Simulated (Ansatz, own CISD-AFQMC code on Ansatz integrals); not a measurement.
Isomers of CH6OSi. All species are isolated molecules in the gas phase. One relaxed conformer stands for each flexible species; it need not be the lowest. Strings in code marks are SMILES.

Quantity: electronic energy of isomers of CH6OSi relative to `C[SiH2]O` (C–Si–O–H torsion 69°); case `OC[SiH3]` (H–O–C–Si torsion 61°). Reference level: composite: frozen-core CCSD(T) with HF/cc-pVQZ and the correlation energy extrapolated as X^-3 from cc-pVTZ and cc-pVQZ, plus phaseless AFQMC minus CCSD(T) in cc-pVDZ // B3LYP-D3(BJ)/def2-TZVP (Ansatz, an electronic-structure program), which gives 50.5 kcal/mol and has limits of its own. AFQMC values (own CISD-AFQMC code on Ansatz integrals) carry a statistical error of up to ±0.32 kcal/mol (one standard error) and the bias of the phaseless constraint. All levels are single points in Ansatz, each species at its own geometry of the level named after //, DFT without a dispersion term. Costs are rough core-time ratios to PBE, each species on one shared machine, summed over the species compared; in molecules this small the fixed start-up share makes them lower than scaling laws suggest.

Geometry of `OC[SiH3]` (H–O–C–Si torsion 61°) (neutral, multiplicity 1):

Cartesian coordinates (Å):
SMILES: OC[SiH3]
```xyz
9

O     -1.4838     0.9430     0.1645
C     -0.8097    -0.3206     0.0706
Si     1.0434    -0.1198    -0.2772
H     -1.0972     1.4460     0.8894
H     -0.9769    -0.9289     0.9688
H     -1.2860    -0.8525    -0.7554
H      1.7232    -1.4392    -0.2620
H      1.2602     0.5361    -1.5867
H      1.6268     0.7359     0.7881
```
Charge 0, spin multiplicity 1.

```tsv
level	cost relative to PBE	difference from the reference (kcal/mol)
frozen-core CCSD(T)/6-31g	0.4	-10.5
BLYP/cc-pVTZ	1	-4.73
PBE/cc-pVTZ	1	-5.63
LC-ωPBE/cc-pVTZ	1	-2.45
frozen-core CCSD(T)/cc-pVDZ	1	-9.92
B3LYP/cc-pVTZ	1	-3.12
CAM-B3LYP/cc-pVTZ	2	-2.24
r2SCAN0/cc-pVTZ	2	-1.05
frozen-core CCSDT(Q)/6-31g	10	-10.6
frozen-core CCSD(T)/cc-pVTZ	20	-1.93
```
